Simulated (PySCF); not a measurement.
# In⁴⁵⁺: ionisation energy

In⁴⁵⁺ [He] 2s2 → In⁴⁶⁺ [He] 2s1 [2s1/2^1, M_J = 1/2], as a difference of total energies. Computed with PySCF 2.14 in an even-tempered Gaussian basis (17 s from 24 bohr⁻², ratio 2.4; 12 p from 31 bohr⁻², ratio 2.4; 5 d from 99 bohr⁻², ratio 2.6; 4 f from 150 bohr⁻², ratio 2.6), with the two-component X2C-1e Hamiltonian. Correlated levels: nothing frozen; the 32 highest virtual spinors dropped. "Screened" scales the spin-orbit matrix elements by Boettger's factors to mimic the two-electron term; Breit and QED terms are absent.

```
                    method  ionisation energy (eV)
          GMP2 (spin-free)                  7760.1
 GHF (screened spin-orbit)                  7754.3
GMP2 (screened spin-orbit)                  7760.6
```

**Question.** How much does correlation contribute at GMP2 (screened spin-orbit)?

**Answer.** 7760.6 − (7754.3) = 6.3 eV, measured against GHF (screened spin-orbit).

For this ion Breit and QED terms and the two-electron picture change, all absent here, outweigh the correlation shift from GHF to GMP2.

For comparison: 7754 ± 7 eV (semi-empirical (NIST evaluation); NIST Atomic Spectra Database, ionization energies).
